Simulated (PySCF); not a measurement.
F₂GeH₃NO, SMILES [Ge]([NH2])([OH])([F])[F].

Geometry: PBE-D3(BJ)/def2-SVP. The structure was generated by enumeration, and PubChem lists no compound with its InChIKey, so it may never have been made. The values are those of a single conformer.

Two levels are set side by side: TDDFT-PBE/def2-SVPD (PySCF) and TDDFT-CAM-B3LYP/def2-SVPD (PySCF). Vertical, same geometry. The lowest singlet is HOMO→LUMO 99 % with PBE and HOMO→LUMO 91 % with the other functional; states are paired by order. Differences are taken from unrounded values.

```json
[
 {"quantity": "lowest singlet excitation (eV)", "TDDFT-CAM-B3LYP": "6.69"},
 {"quantity": "lowest triplet excitation (TDA) (eV)", "TDDFT-CAM-B3LYP": "6.10"},
 {"quantity": "first bright state (f over 0.05) (eV)", "TDDFT-CAM-B3LYP": "8.70"},
 {"quantity": "its oscillator strength", "TDDFT-CAM-B3LYP": "0.11"}
]
```

What does TDDFT-PBE give, and how far is it from TDDFT-CAM-B3LYP? (Estimate from the structure and the level; the computed values follow.)


```
quantity                               TDDFT-PBE  TDDFT-PBE minus TDDFT-CAM-B3LYP
-------------------------------------  ---------  -------------------------------
lowest singlet excitation (eV)              5.57                            -1.12
lowest triplet excitation (TDA) (eV)        5.16                            -0.93
first bright state (f over 0.05) (eV)       7.42                            -1.28
its oscillator strength                     0.08                            -0.03
```

A lower first singlet is the usual sign of a functional without exact exchange. Differences between two approximate levels are no errors against the true value.

Rough cost on one machine, each run with all the roots and properties that it gave: TDDFT-CAM-B3LYP against TDDFT-PBE about 7 times.
